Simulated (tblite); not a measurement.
Record of a relaxation.

Species: C2H7BO2Si.
SMILES with atom numbers: `[OH:1][B:2]1[CH2:3][SiH2:4][CH2:5][O:6]1` (hydrogens: H7 on O1; H8, H9 on C3; H10, H11 on Si4; H12, H13 on C5)

Computed with GFN2-xTB (tblite), gas phase: L-BFGS steps from a force-field or distance-geometry start until the largest atomic force falls under 0.01 eV/Å. 11 of its 89 geometries are shown.

Step 0: E = -515.1805 eV, largest atomic force 3.366 eV/Å
```
atom  x, y, z in Å  |  force x, y, z in eV/Å
O1      2.088   -0.541    0.480   -1.287   0.578  -1.270
B2      1.258    0.013   -0.625   -1.456  -1.748   2.481
C3      0.418    1.333   -0.346    1.367   0.468  -0.406
Si4    -1.034    0.450    0.463   -0.584   0.455   0.654
C5     -0.681   -1.208   -0.362   -0.023  -0.106   0.074
O6      0.302   -0.869   -1.314    1.743  -0.111  -0.623
H7      1.545   -0.770    1.265    0.712   0.274  -1.080
H8      0.151    1.743   -1.328   -0.056   0.398   0.602
H9      0.915    2.031    0.327   -0.174   0.331  -0.467
H10    -2.326    0.967    0.060   -0.205   0.181  -0.052
H11    -0.854    0.356    1.915   -0.034   0.063   0.087
H12    -0.206   -1.918    0.322   -0.591  -0.419  -0.013
H13    -1.579   -1.585   -0.872    0.586  -0.364   0.013
```

Step 9: E = -515.9553 eV, largest atomic force 0.496 eV/Å
```
atom  x, y, z in Å  |  force x, y, z in eV/Å
O1      2.070   -0.532    0.362    0.445   0.106   0.192
B2      1.136   -0.054   -0.500   -0.283   0.139   0.135
C3      0.420    1.374   -0.318    0.217  -0.230  -0.151
Si4    -1.085    0.486    0.475    0.172   0.087  -0.218
C5     -0.695   -1.225   -0.369    0.019   0.012  -0.157
O6      0.406   -0.987   -1.258   -0.166   0.052   0.059
H7      1.759   -0.775    1.230    0.254   0.065  -0.086
H8      0.150    1.849   -1.260   -0.098  -0.126   0.050
H9      0.966    2.121    0.258   -0.166  -0.232   0.119
H10    -2.376    1.013    0.059   -0.070   0.020  -0.010
H11    -0.889    0.373    1.925   -0.081  -0.020   0.059
H12    -0.375   -1.989    0.358   -0.167   0.070  -0.020
H13    -1.490   -1.654   -0.980   -0.077   0.056   0.029
```

Step 18: E = -516.3884 eV, largest atomic force 3.048 eV/Å
```
atom  x, y, z in Å  |  force x, y, z in eV/Å
O1      2.360   -0.183    0.281    1.724   1.210  -0.165
B2      1.240   -0.159   -0.363   -2.685   1.224  -0.764
C3      0.366    1.274   -0.248    0.532  -0.364  -0.767
Si4    -1.217    0.522    0.416    0.402  -0.121  -0.786
C5     -0.855   -1.179   -0.418    0.096  -0.184  -0.208
O6      0.518   -1.223   -0.852   -0.244   0.129   0.288
H7      2.536   -0.749    0.984    0.595  -1.572   0.912
H8      0.155    1.740   -1.230    0.303  -0.137   0.520
H9      0.887    1.986    0.393   -0.191  -0.021  -0.247
H10    -2.459    1.116    0.024   -0.542   0.174  -0.239
H11    -1.106    0.376    1.828   -0.080  -0.166   1.014
H12    -0.881   -1.944    0.326   -0.169  -0.652   0.991
H13    -1.549   -1.576   -1.161    0.259   0.480  -0.551
```

Step 26: E = -517.2509 eV, largest atomic force 0.495 eV/Å
```
atom  x, y, z in Å  |  force x, y, z in eV/Å
O1      2.473   -0.001    0.233    0.104  -0.480  -0.065
B2      1.188   -0.127   -0.149   -0.040   0.459  -0.105
C3      0.320    1.224   -0.229    0.343  -0.159   0.108
Si4    -1.318    0.533    0.402    0.010  -0.138  -0.006
C5     -0.898   -1.220   -0.305    0.035   0.069  -0.182
O6      0.537   -1.307   -0.341   -0.178   0.067   0.285
H7      2.936   -0.820    0.418    0.039  -0.009  -0.113
H8      0.329    1.640   -1.236   -0.273  -0.064   0.064
H9      0.785    1.962    0.410   -0.056   0.291   0.099
H10    -2.540    1.165   -0.091   -0.005  -0.109  -0.054
H11    -1.300    0.346    1.864   -0.095   0.150  -0.051
H12    -1.238   -2.044    0.340    0.000   0.112  -0.370
H13    -1.281   -1.350   -1.334    0.118  -0.190   0.390
```

Step 35: E = -517.3887 eV, largest atomic force 0.187 eV/Å
```
atom  x, y, z in Å  |  force x, y, z in eV/Å
O1      2.544   -0.064    0.142   -0.004  -0.060  -0.066
B2      1.214   -0.106   -0.055   -0.057   0.101  -0.103
C3      0.337    1.233   -0.155   -0.097   0.075   0.050
Si4    -1.335    0.544    0.412   -0.075  -0.161  -0.033
C5     -0.878   -1.202   -0.276   -0.025   0.071   0.048
O6      0.539   -1.292   -0.129    0.115   0.131  -0.069
H7      2.969   -0.919    0.189    0.045  -0.100   0.029
H8      0.272    1.588   -1.184    0.028  -0.083  -0.003
H9      0.724    2.070    0.417    0.052  -0.055   0.069
H10    -2.551    1.114   -0.172    0.055  -0.048  -0.033
H11    -1.402    0.417    1.873   -0.078   0.067   0.011
H12    -1.310   -2.050    0.258    0.001   0.011   0.051
H13    -1.127   -1.332   -1.337    0.040   0.051   0.050
```

Step 44: E = -517.4098 eV, largest atomic force 0.132 eV/Å
```
atom  x, y, z in Å  |  force x, y, z in eV/Å
O1      2.568   -0.090    0.097    0.030  -0.060   0.035
B2      1.231   -0.087   -0.070   -0.037  -0.075  -0.065
C3      0.337    1.240   -0.127   -0.085   0.028   0.011
Si4    -1.341    0.540    0.425   -0.017  -0.035  -0.055
C5     -0.861   -1.193   -0.262    0.001  -0.033  -0.017
O6      0.560   -1.273   -0.166   -0.012   0.054   0.057
H7      2.947   -0.969    0.172   -0.024   0.089  -0.062
H8      0.255    1.581   -1.163    0.072   0.038   0.104
H9      0.722    2.073    0.454    0.025  -0.027  -0.041
H10    -2.544    1.073   -0.225    0.080  -0.028   0.003
H11    -1.476    0.471    1.886   -0.034   0.016  -0.030
H12    -1.274   -2.049    0.277    0.039   0.021   0.022
H13    -1.129   -1.315   -1.318   -0.038   0.013   0.038
```

Step 53: E = -517.4261 eV, largest atomic force 0.219 eV/Å
```
atom  x, y, z in Å  |  force x, y, z in eV/Å
O1      2.579   -0.088    0.024    0.083   0.006   0.049
B2      1.236   -0.096   -0.065   -0.053  -0.105  -0.185
C3      0.346    1.235   -0.077   -0.051   0.053   0.009
Si4    -1.350    0.536    0.413   -0.057   0.091  -0.025
C5     -0.854   -1.206   -0.220   -0.040  -0.020  -0.027
O6      0.567   -1.283   -0.160   -0.018   0.070   0.031
H7      2.984   -0.956    0.039   -0.030   0.014  -0.027
H8      0.293    1.639   -1.091    0.049  -0.039   0.059
H9      0.747    2.033    0.541   -0.022   0.008   0.063
H10    -2.504    1.028   -0.342    0.006   0.034  -0.036
H11    -1.630    0.544    1.851    0.042  -0.024   0.043
H12    -1.253   -2.059    0.331    0.018  -0.006   0.077
H13    -1.166   -1.326   -1.263    0.075  -0.081  -0.031
```

Step 62: E = -517.4533 eV, largest atomic force 0.137 eV/Å
```
atom  x, y, z in Å  |  force x, y, z in eV/Å
O1      2.577   -0.069   -0.127    0.052  -0.041  -0.010
B2      1.229   -0.098   -0.113    0.023  -0.082  -0.063
C3      0.357    1.233    0.032    0.006   0.133  -0.007
Si4    -1.387    0.557    0.338    0.026  -0.043  -0.127
C5     -0.865   -1.233   -0.159    0.020  -0.131   0.006
O6      0.559   -1.275   -0.212    0.051  -0.017   0.014
H7      3.012   -0.919   -0.213   -0.091   0.020  -0.001
H8      0.402    1.812   -0.891    0.004   0.000   0.029
H9      0.756    1.880    0.807   -0.067   0.071   0.055
H10    -2.403    1.017   -0.617   -0.002   0.036   0.066
H11    -1.834    0.650    1.736    0.023  -0.052  -0.086
H12    -1.172   -2.009    0.546   -0.039   0.001   0.072
H13    -1.235   -1.544   -1.144   -0.007   0.105   0.051
```

Step 70: E = -517.4675 eV, largest atomic force 0.049 eV/Å
```
atom  x, y, z in Å  |  force x, y, z in eV/Å
O1      2.582   -0.077   -0.200   -0.019   0.004  -0.025
B2      1.234   -0.089   -0.126    0.014   0.002  -0.001
C3      0.363    1.246    0.070   -0.003   0.018   0.004
Si4    -1.390    0.555    0.278    0.001   0.026  -0.014
C5     -0.852   -1.252   -0.120   -0.018  -0.012  -0.003
O6      0.569   -1.270   -0.219   -0.008   0.007   0.010
H7      2.976   -0.940   -0.333   -0.016   0.012   0.019
H8      0.455    1.894   -0.800    0.008  -0.018   0.018
H9      0.699    1.841    0.917    0.030  -0.032  -0.021
H10    -2.364    1.028   -0.711    0.005  -0.011   0.020
H11    -1.893    0.660    1.652   -0.027  -0.020  -0.008
H12    -1.133   -1.981    0.646    0.015   0.026  -0.016
H13    -1.252   -1.614   -1.073    0.019  -0.003   0.018
```

Step 79: E = -517.4702 eV, largest atomic force 0.027 eV/Å
```
atom  x, y, z in Å  |  force x, y, z in eV/Å
O1      2.576   -0.067   -0.282   -0.001  -0.020  -0.005
B2      1.233   -0.086   -0.149    0.005  -0.002  -0.001
C3      0.372    1.242    0.117   -0.010  -0.007   0.000
Si4    -1.395    0.564    0.239    0.001   0.008  -0.013
C5     -0.848   -1.255   -0.086   -0.001  -0.005   0.001
O6      0.567   -1.266   -0.243    0.009   0.000   0.013
H7      2.967   -0.928   -0.438   -0.014   0.023   0.003
H8      0.502    1.960   -0.691   -0.011  -0.002  -0.006
H9      0.700    1.756    1.019    0.001  -0.012   0.003
H10    -2.309    1.014   -0.815    0.013   0.007  -0.004
H11    -2.003    0.687    1.567    0.001  -0.002   0.012
H12    -1.088   -1.935    0.737    0.005   0.003   0.000
H13    -1.280   -1.685   -0.994    0.001   0.007  -0.002
```

Step 88: E = -517.4705 eV, largest atomic force 0.009 eV/Å
```
atom  x, y, z in Å  |  force x, y, z in eV/Å
O1      2.574   -0.064   -0.297   -0.003   0.003  -0.003
B2      1.233   -0.086   -0.152   -0.003   0.000  -0.002
C3      0.372    1.241    0.123   -0.004  -0.008   0.002
Si4    -1.396    0.565    0.234    0.003   0.000  -0.006
C5     -0.847   -1.256   -0.078   -0.007  -0.003   0.000
O6      0.568   -1.267   -0.238    0.001   0.000   0.003
H7      2.964   -0.923   -0.459    0.000  -0.002   0.002
H8      0.505    1.969   -0.674   -0.001  -0.001   0.000
H9      0.698    1.738    1.034    0.003   0.006   0.004
H10    -2.292    1.018   -0.835    0.004  -0.001   0.004
H11    -2.018    0.690    1.556    0.001   0.002   0.000
H12    -1.085   -1.931    0.750    0.004   0.003  -0.001
H13    -1.280   -1.693   -0.982    0.001   0.001  -0.003
```

Question: Summarise the path.

Answer: The energy falls by 220.95 kJ/mol from step 0 to step 88; nine tenths of that is first reached at step 26. It rises by more than 0.2 meV at step 18. The largest force goes from 3.366 to 0.009 eV/Å. Among the bonds O1–B2 changes most, from 1.489 to 1.349 Å; the atoms move by 0.992 Å rms after alignment.

Question: Follow the three bonds and two angles with the largest change from start to end.

Answer: 
| step | E above end (kJ/mol) | largest force (eV/Å) | O1–B2 (Å) | B2–O6 (Å) | Si4–C5 (Å) | C3–B2–O6 (°) | B2–O6–C5 (°) |
| --- | --- | --- | --- | --- | --- | --- | --- |
| 0 | 220.95 | 3.366 | 1.489 | 1.471 | 1.886 | 103.7 | 106.3 |
| 4 | 156.98 | 0.511 | 1.379 | 1.408 | 1.937 | 113.2 | 96.6 |
| 8 | 148.19 | 0.493 | 1.361 | 1.409 | 1.949 | 115.0 | 98.4 |
| 11 | 142.12 | 0.428 | 1.364 | 1.405 | 1.948 | 114.4 | 102.9 |
| 15 | 123.21 | 1.208 | 1.405 | 1.402 | 1.948 | 113.1 | 109.3 |
| 19 | 80.68 | 1.371 | 1.338 | 1.373 | 1.930 | 115.7 | 112.6 |
| 23 | 43.90 | 1.000 | 1.362 | 1.374 | 1.938 | 118.4 | 114.6 |
| 27 | 18.88 | 0.413 | 1.349 | 1.369 | 1.934 | 117.6 | 115.2 |
| 31 | 10.69 | 0.376 | 1.346 | 1.362 | 1.917 | 117.2 | 116.8 |
| 34 | 8.42 | 0.232 | 1.344 | 1.366 | 1.933 | 116.9 | 116.3 |
| 38 | 6.78 | 0.108 | 1.347 | 1.364 | 1.917 | 116.4 | 116.3 |
| 42 | 6.18 | 0.096 | 1.348 | 1.364 | 1.926 | 116.3 | 116.4 |
| 46 | 5.47 | 0.101 | 1.349 | 1.364 | 1.923 | 116.3 | 116.6 |
| 50 | 4.91 | 0.116 | 1.350 | 1.361 | 1.923 | 116.3 | 116.6 |
| 54 | 3.94 | 0.217 | 1.345 | 1.365 | 1.920 | 117.1 | 116.5 |
| 57 | 3.14 | 0.147 | 1.348 | 1.360 | 1.928 | 117.5 | 116.9 |
| 61 | 2.00 | 0.176 | 1.348 | 1.358 | 1.932 | 117.2 | 117.5 |
| 65 | 1.02 | 0.250 | 1.352 | 1.358 | 1.927 | 117.7 | 118.1 |
| 69 | 0.34 | 0.070 | 1.350 | 1.359 | 1.927 | 117.8 | 118.2 |
| 73 | 0.16 | 0.050 | 1.349 | 1.358 | 1.928 | 117.8 | 118.3 |
| 77 | 0.06 | 0.040 | 1.350 | 1.358 | 1.928 | 117.9 | 118.3 |
| 80 | 0.02 | 0.017 | 1.349 | 1.358 | 1.927 | 117.8 | 118.2 |
| 84 | 0.01 | 0.013 | 1.349 | 1.358 | 1.927 | 117.8 | 118.2 |
| 88 | 0.00 | 0.009 | 1.349 | 1.358 | 1.927 | 117.8 | 118.2 |

The cost below is that of the whole relaxation. Time: 1.4 s. Hardware: one thread of an Intel Xeon at 2.50 GHz, no GPU, shared host with 64 logical CPUs at a one-minute load of 63.
